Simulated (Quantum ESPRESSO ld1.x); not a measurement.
These are the eigenvalues of the occupied orbitals of an atom or ion with whole-number occupations (eV). Calculated with ld1.x of Quantum ESPRESSO 7.5: non-relativistic Kohn-Sham, exchange-only LDA, spin-polarised, spherical densities, point nucleus.

| orbital | eigenvalue |
|---|---|
| 1s down | -56741.5 |
| 1s up | -56741.5 |
| 2s up | -9229.16 |
| 2s down | -9229.12 |
| 2p up | -8826.23 |
| 2p down | -8826.20 |
| 3s up | -2087.45 |
| 3s down | -2086.82 |
| 3p up | -1902.93 |
| 3p down | -1902.35 |
| 3d up | -1557.90 |
| 3d down | -1557.48 |
| 4s up | -422.806 |
| 4s down | -421.795 |
| 4p up | -347.803 |
| 4p down | -346.799 |
| 4d up | -212.043 |
| 4d down | -211.057 |
| 5s up | -74.3518 |
| 5s down | -73.9731 |
| 5p up | -53.8787 |
| 5p down | -53.5796 |
| 4f up | -40.0087 |
| 4f down | -39.1099 |

Which element is it, and in what charge state? The configuration may be excited. Open shells, if any, are filled with parallel spins first.

Answer. Z = 70, ytterbium, charge +3: Yb3+ in [Xe] 4f13. The list shows which subshells hold electrons but not how many an open one holds; the 1s level, -2085.2 hartree, gives Z - s = 64.6 by -(Z - s)^2/2, which with screening narrows Z to a few neighbours, and the depths of the outer levels then fix element, charge and occupations together.
